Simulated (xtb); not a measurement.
GeH7NOSi, SMILES [GeH2]([NH][SiH3])[OH]. All values are semi-empirical tight-binding results from xtb (GFN2-xTB unless named), good for trends rather than for accurate numbers. Coordinates come from a GFN2-xTB optimisation. This is a generated structure with no PubChem entry under its InChIKey; it may be hypothetical. One conformer was computed; it need not be the lowest.

For metal compounds this method's bond lengths and energies can be far off.

**Question.** Estimate the properties. (An estimate is asked for; the answer gives what the named calculation found.)

**Answer.** 
```
Property                                      Result
-------------------------------------  -------------
orbital gap                                  5.42 eV
zero-point energy                      41.3 kcal/mol
G − E(el) at 298.15 K (modified RRHO)  20.8 kcal/mol
```
